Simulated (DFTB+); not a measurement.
DFTB+ input (SCC-DFTB): The folder sk holds the Slater-Koster set scc that CP2K ships.

```
Geometry = xyzFormat {
7

N     -1.09895400     0.24210600     0.04933200
C      0.18292100     0.38685900    -0.06554600
O      1.06504900    -0.54321300    -0.00639100
H     -1.55012600    -0.65358000     0.20314900
H     -1.70318200     1.05336800    -0.01456900
H      0.59089700     1.37957500    -0.22917100
H      0.73717200    -1.44955300     0.13967600
}
Driver = GeometryOptimization {
  Optimizer = Rational {}
  MaxSteps = 500
  OutputPrefix = "geo_end"
  Convergence { GradElem = 1e-5 }
}
Hamiltonian = DFTB {
  SCC = Yes
  SCCTolerance = 1e-8
  MaxSCCIterations = 300
  Charge = 1
  SlaterKosterFiles = Type2FileNames {
    Prefix = "sk/"
    Separator = ""
    Suffix = ".spl"
    LowerCaseTypeName = Yes
  }
  MaxAngularMomentum {
    C = "p"
    H = "s"
    N = "p"
    O = "p"
  }
  Filling = Fermi { Temperature [K] = 0 }
}
ParserOptions { ParserVersion = 14 }
```

From the output:

```
    5   1   0       0.73842980
    6   1   0       0.85702207
    7   1   0       0.63783924

Orbital populations (up)
 Atom Sh.   l   m       Population  Label
    1   1   0   0       1.39052093  s
    1   2   1  -1       1.15120288  p_y
    1   2   1   0       1.56336861  p_z
    1   2   1   1       1.08915223  p_x
    2   1   0   0       1.12949962  s
    2   2   1  -1       0.91464138  p_y
    2   2   1   0       0.76066914  p_z
    2   2   1   1       0.80870549  p_x
    3   1   0   0       1.68481866  s
    3   2   1  -1       1.18856391  p_y
    3   2   1   0       1.66375256  p_z
    3   2   1   1       1.67094026  p_x
    4   1   0   0       0.75087322  s
    5   1   0   0       0.73842980  s
    6   1   0   0       0.85702207  s
    7   1   0   0       0.63783924  s

Fermi level:                        -0.4401112083 H          -11.9760 eV
Band energy:                       -14.0109333730 H         -381.2569 eV
TS:                                  0.0000000000 H            0.0000 eV
Band free energy (E-TS):           -14.0109333730 H         -381.2569 eV
Extrapolated E(0K):                -14.0109333730 H         -381.2569 eV
Input / Output electrons (q):     18.0000000000     18.0000000000

Energy H0:                          -9.1403901261 H         -248.7227 eV
Energy SCC:                          0.1394011556 H            3.7933 eV
Total Electronic energy:            -9.0009889705 H         -244.9294 eV
Repulsive energy:                    0.3718961300 H           10.1198 eV
Total energy:                       -8.6290928405 H         -234.8096 eV
Extrapolated to 0:                  -8.6290928405 H         -234.8096 eV
Total Mermin free energy:           -8.6290928405 H         -234.8096 eV
Force related energy:               -8.6290928405 H         -234.8096 eV

Non-constrained calculation

SCC converged

Full geometry written in geo_end.{xyz|gen}

Warning: dipole moment is not defined absolutely!
Dipole moment:   -0.80138348    0.01304612    0.05786853 au
Dipole moment:   -2.03691378    0.03315992    0.14708714 Debye

Geometry converged
```

The dipole moment of an ion depends on the origin.

The geometry given is a B3LYP-D3(BJ)/def2-TZVP minimum.
